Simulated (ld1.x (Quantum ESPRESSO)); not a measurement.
# Reading a pseudo-wave (gold)

Columns: radius, all-electron u(r) and pseudo u(r) of the 6p shell (level -0.70 eV) of gold in the configuration [Xe] 4f14 5d10 6s1 6p0; PBEsol, scalar-relativistic, TM scheme, ld1.x (Quantum ESPRESSO) 7.5.

| r (bohr) | all-electron | pseudo |
| --- | --- | --- |
| 0.138 | -0.0700 | 0.0011 |
| 0.275 | 0.0767 | 0.0046 |
| 0.413 | 0.0748 | 0.0104 |
| 0.550 | -0.0406 | 0.0187 |
| 0.688 | -0.1342 | 0.0298 |
| 0.825 | -0.1679 | 0.0438 |
| 0.963 | -0.1515 | 0.0610 |
| 1.100 | -0.1041 | 0.0815 |
| 1.238 | -0.0412 | 0.1056 |
| 1.375 | 0.0259 | 0.1330 |
| 1.513 | 0.0917 | 0.1638 |
| 1.650 | 0.1522 | 0.1969 |
| 1.788 | 0.2069 | 0.2318 |
| 1.925 | 0.2545 | 0.2669 |
| 2.062 | 0.2956 | 0.3008 |
| 2.200 | 0.3310 | 0.3327 |
| 2.338 | 0.3607 | 0.3611 |
| 2.475 | 0.3853 | 0.3853 |
| 2.613 | 0.4055 | 0.4055 |
| 2.750 | 0.4217 | 0.4217 |
| 2.888 | 0.4345 | 0.4345 |
| 3.025 | 0.4441 | 0.4441 |
| 3.162 | 0.4510 | 0.4510 |
| 3.300 | 0.4556 | 0.4556 |
| 3.438 | 0.4581 | 0.4581 |
| 3.575 | 0.4588 | 0.4588 |

How many radial nodes do the two functions have?

The all-electron 6p function has n − l − 1 = 4 (the table is too coarse to show those close to the nucleus); the pseudo-wave has 0, since the states of the same l below it are removed with the core.

At about which radius was the pseudo-wave matched?

2.75 bohr. The columns agree to 0.0005 from 2.34 bohr on; several derivatives are matched, so the curves merge somewhat inside the radius.

Is the pseudo-wave norm-conserving?

Yes: the TM scheme keeps the norm inside the radius equal to the all-electron one, which fixes the energy derivative of the logarithmic derivative at the level.
